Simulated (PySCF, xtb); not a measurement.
ZnH, SMILES [ZnH+] (connectivity only; charge and spin as stated), charge +1, multiplicity 1.

GFN2-xTB in xtb at its own geometry gives an orbital gap of 4.56 eV.

Geometry optimised at PBE-D3(BJ)/def2-TZVPD. The multiplicity is an assumed one; other spin states were not compared.

Task: What does CAM-B3LYP/def2-TZVPD in PySCF give? (Estimate from the structure and the level; the computed values follow.)

Result: gap 8.71 eV (levels -18.06 and -9.35 eV).
